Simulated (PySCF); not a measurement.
A side-by-side comparison of computed properties.

First species: C5H12OP (charge +1).
SMILES: `C[PH+]1CCOCC1`

Second species: C₃H₁₀Si.
SMILES: `C[SiH](C)C`

Levels: CAM-B3LYP/def2-SVPD for HOMO energy, LUMO energy, HOMO–LUMO gap and static isotropic polarisability; TDDFT CAM-B3LYP/def2-SVPD for lowest singlet excitation; TDA CAM-B3LYP/def2-SVPD for lowest triplet excitation (Tamm–Dancoff). Geometries: GFN2-xTB. Each structure is a single optimised conformer of the isolated species, non-relativistic unless stated; the electronic structure was computed with PySCF and density fitting.

Which of the two has the higher HOMO–LUMO gap, and by how much?

The second: 11.20 eV against 10.77 eV, a difference of 0.43 eV.

Which has the higher T1 energy?

The second: 8.00 eV against 7.35 eV, a difference of 0.65 eV.

Which of the two has the higher static isotropic polarisability, and by how much?

The first: 76.4 au against 64.9 au, a difference of 11.5 au.

Which of the two has the higher LUMO energy, and by how much?

The second: 1.29 eV against -3.03 eV, a difference of 4.32 eV.

Which has the higher S1 energy?

The second: 8.22 eV against 7.60 eV, a difference of 0.62 eV.

Which of the two has the higher HOMO energy, and by how much?

The second: -9.91 eV against -13.80 eV, a difference of 3.89 eV.

On the first: S1 lies 3.17 eV below the HOMO–LUMO gap; its leading configuration is HOMO→LUMO, weight 0.78. No computed singlet falls in the visible range (750 to 380 nm, 1.65 to 3.26 eV); S1 lies 4.34 eV above its blue end.

On the second: The polarisability is 9.62 Å³ as a volume (1 au = 0.148185 Å³), or 1.54 au for each of the 42 electrons. The principal polarisabilities are 59.4, 67.6 and 67.7 au; their mean is the isotropic value.
